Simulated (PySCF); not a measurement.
**Property card for `C#CCC#CC(C)=O`**

C7H6O.
Atom-mapped SMILES: `[CH:1]#[C:2][CH2:3][C:4]#[C:5][C:6]([CH3:7])=[O:8]` (hydrogens: H9 on C1; H10, H11 on C3; H12, H13, H14 on C7)

Among its groups: ketone and alkyne.

From PBE0-D3(BJ)/def2-SVP geometry optimisation, gas phase (PySCF):

```yaml
Rotational_constants_A_B_C: 5.449, 0.824, 0.722 GHz
```

From CAM-B3LYP/def2-SVPD ground state, ΔSCF and vertical TDDFT (core frozen in the response) (PySCF):

```yaml
Dipole_moment: 3.32 D
HOMO_energy: -9.27 eV
LUMO_energy: -0.48 eV
HOMO–LUMO_gap: 8.79 eV
Lowest_singlet_excitation: 4.12 eV (301 nm, f = 0.000)
Lowest_triplet_excitation_Tamm–Dancoff: 3.57 eV
Static_isotropic_polarisability: 85.1 au
Vertical_ionisation_energy: 9.93 eV
Electronic_spatial_extent_⟨r²⟩_about_the_centre_of_nuclear_charge: 1482 bohr²
```

**KT2/pcSseg-1 ground state and GIAO shieldings, non-relativistic (PySCF)**

```yaml
13C_chemical_shifts_computed_TMS_as_zero_by_class: 170.5 (C6), 81.6 (C4), 79.5 (C5), 70.5 (C2), 67.4 (C1), 34.2 (C7), 14.0 (C3) ppm
1H_chemical_shifts_computed_TMS_as_zero_by_class: 3.64 (H10/H11), 2.23 (H12/H13/H14), 2.05 (H9) ppm
Isotropic_shieldings_of_nuclei_other_than_C_and_H_by_class: -309 (O8) ppm
```

**B3LYP/pcJ-1 indirect spin-spin coupling, non-relativistic, gas phase; spin–dipole term left out (PySCF)**

```yaml
Largest_of_the_computed_one-bond_spin–spin_couplings_means_over_like_bonds: 13C–1H +276.0 (C1–H9), 13C–13C +205.3 (C1–C2), 13C–13C +191.7 (C4–C5), 13C–1H +140.3 (C3–H10 and 1 like it), 13C–1H +136.0 (C7–H12 and 2 like it), 13C–13C +92.2 (C5–C6), 13C–13C +81.3 (C2–C3), 13C–13C +78.3 (C3–C4) Hz
```

Monoisotopic mass (most abundant isotopes): 106.0419 u.

S1 lies 4.67 eV below the HOMO–LUMO gap; its leading configuration is HOMO→LUMO, weight 0.93. The polarisability is 12.62 Å³ as a volume (1 au = 0.148185 Å³), or 1.52 au for each of the 56 electrons. The 10 singlets span 4.12 to 7.42 eV, and their oscillator strengths add up to 0.22. In atomic units the dipole is 1.31 e·bohr (1 au = 2.5417 D).

 NMR classes are plain means over equivalent atoms (diastereotopic ones count apart unless rotation or inversion swaps them), as if these changed places fast; in this geometry the members of some classes differ.
